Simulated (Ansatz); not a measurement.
Gas-phase electronic energies from Ansatz, PBE0-D4/def2-TZVP geometries. CBS: MP2 limit from def2 TZ/QZ plus the TZ coupled-cluster correction, frozen cores. This one scheme is used for every species. Functionals use def2-TZVPP. B3LYP here is the variant with VWN-RPA as its local correlation; programs differ in this.

`CC(C)=CC(C)(C)C` + H–F → `CC(C)=CF` + `CC(C)C`  (substitution at a C–C bond)

```
             level  ΔE (kJ/mol)  difference from CCSD(T)/CBS
            PBE-D4         16.7                        -21.5
           PBE0-D4         21.7                        -16.5
          B3LYP-D4         16.3                        -21.9
           ωB97X-V         16.8                        -21.4
           ωB97M-V         21.3                        -16.9
            B2PLYP         13.0                        -25.2
               PBE          1.4                        -36.8
             B3LYP         -7.0                        -45.2
     HF/def2-TZVPP        -11.1                        -49.3
SCS-MP2/def2-TZVPP         36.1                         -2.1
   CCSD/def2-TZVPP         29.0                         -9.2
CCSD(T)/def2-TZVPP         35.1                         -3.1
     HF/def2-QZVPP        -11.1                        -49.3
SCS-MP2/def2-QZVPP         37.8                         -0.4
      HF/CBS(def2)        -11.1                        -49.3
    CCSD/CBS(def2)         32.1                         -6.1
       CCSD(T)/CBS         38.2                            0
```

Largest T1 diagnostic among the species: 0.011.

From PBE to PBE0 (25 % exact exchange), in def2-TZVPP and without D4, ΔE moves by +6.5 kJ/mol. In def2-TZVPP, CCSD(T) changes the Hartree–Fock value by +46.2 kJ/mol (the triples alone add +6.1 kJ/mol) and MP2 by +61.3 kJ/mol. The D4 term adds +23.3 kJ/mol with B3LYP and +13.8 kJ/mol with PBE0; it sums over pairs of atoms, weighted by their polarisabilities, and B3LYP, whose exchange is more repulsive, gets the larger term.
